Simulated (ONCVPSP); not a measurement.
## zinc ONCV: all-electron and pseudo phase curves

ONCVPSP 4.0.1 input, shortened (lines: element, Z, core and valence counts, functional; n l f; lmax; l rc ep ncon nbas qcut; lloc lpopt rc5 dvloc0; l nproj debl; icmod fcfact rcfact), PBE, fully relativistic:

```
  Zn 30.00    3    4        4      upf
    1    0    2.00
    2    0    2.00
    2    1    6.00
    3    0    2.00
    3    1    6.00
    3    2   10.00
    4    0    2.00
    2
    0    1.30    0.00    4    6    6.20
    1    0.95    0.00    4    8   11.30
    2    1.10    0.00    4    8   12.40
    4    5    0.90    0.00
    0    3    1.80
    1    2    2.30
    2    3    3.80
    1    0.20    0.00
```

Open shells are filled in proportion to 2j + 1.

In the p channel the program set the typed energies aside and used -3.027, 0.250 Ha (j = l + 1/2; the other j can differ).

The phase is arctan(r·R′/R) of the radial function R(r), unwrapped; energies in Ha, scanned from -6 to 5 Ha. A pole is an energy at which the radial function vanishes at the test radius. The pseudo phase is shifted by a multiple of π to meet the all-electron one at the reference energy, and phase errors are pseudo minus all-electron; the curves can meet again beyond the range given. Levels narrower than the energy grid can be missing from the lists of poles.

Q: For each channel, where are the poles, and over which energies does the pseudopotential scatter like the atom?

A:

| channel | radius (bohr) | reference energy (Ha) | poles, all-electron | poles, pseudo | unbroken range about the reference energy with phases within 0.05 rad | phase error 1 Ha above the reference energy (rad) |
| --- | --- | --- | --- | --- | --- | --- |
| s | 1.32 | -0.22 | -4.43 | -4.43 | the whole range | +0.000 |
| p3/2 | 0.96 | -3.03 | -0.56 | -0.56 | the whole range | -0.000 |
| p1/2 | 0.96 | -3.14 | -0.77 | -0.77 | the whole range | -0.000 |
| d5/2 | 1.12 | -0.37 | 0.95 | 0.95 | the whole range | -0.000 |
| d3/2 | 1.12 | -0.38 | 0.93 | 0.93 | the whole range | -0.000 |

Phases in the p1/2 channel:

```tsv
E (Ha)	all-electron	pseudo
-5.96	0.510	0.510
-5.40	0.171	0.171
-4.84	-0.284	-0.284
-4.28	-0.716	-0.716
-3.72	-1.019	-1.019
-3.16	-1.213	-1.213
-2.60	-1.342	-1.342
-2.04	-1.434	-1.434
-1.48	-1.503	-1.503
-0.92	-1.558	-1.558
-0.36	-1.604	-1.604
0.20	-1.645	-1.645
0.76	-1.683	-1.683
1.32	-1.720	-1.720
1.88	-1.757	-1.757
2.44	-1.795	-1.795
3.00	-1.836	-1.836
3.56	-1.883	-1.883
4.12	-1.937	-1.937
4.68	-2.002	-2.002
```
